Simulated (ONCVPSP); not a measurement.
## Building the ONCV potential for rubidium (Rb) (LDA (Perdew-Wang 92), scalar-relativistic).

- Element: rubidium (Rb)
- Generator: ONCVPSP 4.0.1
- Type: optimised norm-conserving Vanderbilt (ONCV)
- Functional: LDA (Perdew-Wang 92)
- Relativity: scalar-relativistic
- Frozen core: [Ar] 3d10
- Valence charge: 9
- Reference configuration: 4s2 4p6 5s1
- Partial waves: 4s+5s: rc 2.60 bohr, ncon 4, nbas 8, qcut 4.7 1/bohr, 2 projectors; 4p: rc 2.45 bohr, ncon 4, nbas 7, qcut 5.4 1/bohr, 2 projectors, debl 0.9 Ha; d scattering state at 0.45 Ha: rc 2.10 bohr, ncon 4, nbas 8, qcut 3.9 1/bohr, local
- Local potential: the d channel
- Core correction: Teter function, fcfact 2.25, rcfact 1.35

* Cutoffs needed: 7.0 Ha and 8.7 Ha (the cutoffs (Ha) at which the residual kinetic energy of the hardest occupied pseudo-wave falls to 1 and 0.1 mHa per electron)
* Ghost test: no bound ghost flagged; GHOST(+) flagged for p at 40.8 eV, s at 282.6 eV
* Largest excitation error: -168 meV (all-electron minus pseudo) for 4s1 4p6 5s1, out of 4 test configurations
* rms error of d²Exc/dni dnj: 4.62 mHa without and 1.33 mHa with the model core
